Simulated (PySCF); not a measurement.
Compound: C6H10FN.
SMILES with atom numbers: `[H]/[N:7]=[C:6]1\[CH2:5][CH2:4][C@:2]([CH3:1])([F:3])[CH2:8]1` (hydrogens: H9, H10, H11 on C1; H12, H13 on C4; H14, H15 on C5; H16 on N7; H17, H18 on C8)

The same species was optimised twice, with GFN2-xTB and with PBE0-D3(BJ)/def2-SVP (PySCF), and the same property calculations (PySCF, gas phase) were run on both structures.

```csv
coordinate,GFN2-xTB,PBE0-D3(BJ)/def2-SVP,change
C6=N7 (Å),1.254,1.266,+0.012
C1–C2 (Å),1.520,1.508,-0.012
C6–C8 (Å),1.505,1.515,+0.010
C5–C6 (Å),1.512,1.520,+0.008
C2–C8 (Å),1.531,1.524,-0.007
C2–C4 (Å),1.534,1.529,-0.005
C4–C5 (Å),1.527,1.526,-0.001
C2–F3 (Å),1.398,1.399,+0.001
C1–C2–C8 (°),114.6,116.1,+1.5
C1–C2–C4 (°),114.3,115.8,+1.5
C4–C2–C8 (°),105.0,103.6,-1.4
F3–C2–C4 (°),107.6,106.3,-1.3
C2–C4–C5 (°),104.5,103.3,-1.2
N7–C6–C8 (°),121.6,122.7,+1.1
F3–C2–C8 (°),107.9,106.9,-1.0
C2–C8–C6 (°),106.1,105.2,-0.9
```

Rotational constants: A = 3715, B = 1538, C = 1407 MHz (GFN2-xTB) against A = 3768, B = 1557, C = 1426 MHz (PBE0-D3(BJ)/def2-SVP). Point groups within 0.08 Å: C1 and C1.

On the GFN2-xTB structure: lowest singlet, TDDFT (eV) 5.05 [B3LYP/def2-SVPD]; lowest triplet, Tamm–Dancoff (eV) 4.37 [B3LYP/def2-SVPD]; isotropic polarisability (au) 77.0 [B3LYP/def2-SVPD]; HOMO (eV) -7.02 [B3LYP/def2-SVPD]; LUMO (eV) -0.47 [B3LYP/def2-SVPD]; dipole (D) 2.61 [B3LYP/def2-SVPD]; HOMO (eV) -7.18 [PBE0/pcSseg-1]; LUMO (eV) -0.06 [PBE0/pcSseg-1]; dipole (D) 2.51 [PBE0/pcSseg-1]; GIAO shielding of C1 (ppm) 158.6 [PBE0/pcSseg-1]; GIAO shielding of C2 (ppm) 83.3 [PBE0/pcSseg-1]; GIAO shielding of F3 (ppm) 343.1 [PBE0/pcSseg-1]; GIAO shielding of C4 (ppm) 145.8 [PBE0/pcSseg-1]; GIAO shielding of C5 (ppm) 147.6 [PBE0/pcSseg-1]; GIAO shielding of C6 (ppm) -3.6 [PBE0/pcSseg-1]; GIAO shielding of N7 (ppm) -74.3 [PBE0/pcSseg-1]; GIAO shielding of C8 (ppm) 135.6 [PBE0/pcSseg-1].

What do these properties become on the PBE0-D3(BJ)/def2-SVP structure?

| property | level | on GFN2-xTB | on PBE0-D3(BJ)/def2-SVP | change |
| --- | --- | --- | --- | --- |
| lowest singlet, TDDFT (eV) | B3LYP/def2-SVPD | 5.05 | 5.20 | +0.15 |
| lowest triplet, Tamm–Dancoff (eV) | B3LYP/def2-SVPD | 4.37 | 4.50 | +0.13 |
| isotropic polarisability (au) | B3LYP/def2-SVPD | 77.0 | 77.8 | +0.8 |
| HOMO (eV) | B3LYP/def2-SVPD | -7.02 | -7.18 | -0.16 |
| LUMO (eV) | B3LYP/def2-SVPD | -0.47 | -0.50 | -0.03 |
| dipole (D) | B3LYP/def2-SVPD | 2.61 | 2.82 | +0.21 |
| energy, GFN2-xTB geometry as zero (kcal/mol) | B3LYP/def2-SVPD | 0.0 | -1.0 | -1.0 |
| HOMO (eV) | PBE0/pcSseg-1 | -7.18 | -7.35 | -0.17 |
| LUMO (eV) | PBE0/pcSseg-1 | -0.06 | -0.09 | -0.03 |
| dipole (D) | PBE0/pcSseg-1 | 2.51 | 2.71 | +0.20 |
| energy, GFN2-xTB geometry as zero (kcal/mol) | PBE0/pcSseg-1 | 0.0 | -1.3 | -1.3 |
| GIAO shielding of C1 (ppm) | PBE0/pcSseg-1 | 158.6 | 159.1 | +0.5 |
| GIAO shielding of C2 (ppm) | PBE0/pcSseg-1 | 83.3 | 84.6 | +1.3 |
| GIAO shielding of F3 (ppm) | PBE0/pcSseg-1 | 343.1 | 349.3 | +6.2 |
| GIAO shielding of C4 (ppm) | PBE0/pcSseg-1 | 145.8 | 144.7 | -1.1 |
| GIAO shielding of C5 (ppm) | PBE0/pcSseg-1 | 147.6 | 145.8 | -1.8 |
| GIAO shielding of C6 (ppm) | PBE0/pcSseg-1 | -3.6 | -7.5 | -3.9 |
| GIAO shielding of N7 (ppm) | PBE0/pcSseg-1 | -74.3 | -75.2 | -0.9 |
| GIAO shielding of C8 (ppm) | PBE0/pcSseg-1 | 135.6 | 135.5 | -0.1 |

The heavy atoms differ by 0.087 Å rms after alignment. Among bonds between heavy atoms C1–C2 and C6=N7 change most and about equally (-0.012 to +0.012 Å). Changes are differences of the printed values. Neither structure is proved a minimum here.
